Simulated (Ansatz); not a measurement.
Isomers of Sn9O (singlet), relaxed with PBE-D4/def2-SVP; total energies from Ansatz at PBE0-D4/def2-SVP.

```
isomer                                                                   description  energy (Eh)
     A  point group not assigned; 16 × Sn–Sn 2.92 to 3.19 Å; 2 × O–Sn 2.00 to 2.07 Å  -2004.26709
     B  point group not assigned; 14 × Sn–Sn 2.88 to 3.27 Å; 3 × O–Sn 2.15 to 2.21 Å  -2004.26240
```

In the def2 sets Sn takes a core potential; there is no spin–orbit coupling.

The isomers come from a short search, and lower ones may exist.

Task: Work out the relative energies (1 Eh = 2625.5 kJ/mol) and the Boltzmann populations at 1200 K from electronic energies alone (R = 8.314 J/mol/K).

Result: ΔE: A 0.0, B 12.3 kJ/mol. RT = 9.98 kJ/mol. Factors exp(−ΔE/RT): A 1, B 0.292; sum 1.292. Populations: A 77.4 %, B 22.6 %. Zero-point energy, vibrational entropy and symmetry numbers are left out and can shift these; an error of 4 kJ/mol changes a ratio by a factor of 1.5. Over the other density-functional and correlated levels in def2 sets, the gap between A and B ranges from 3 to 8 kJ/mol.
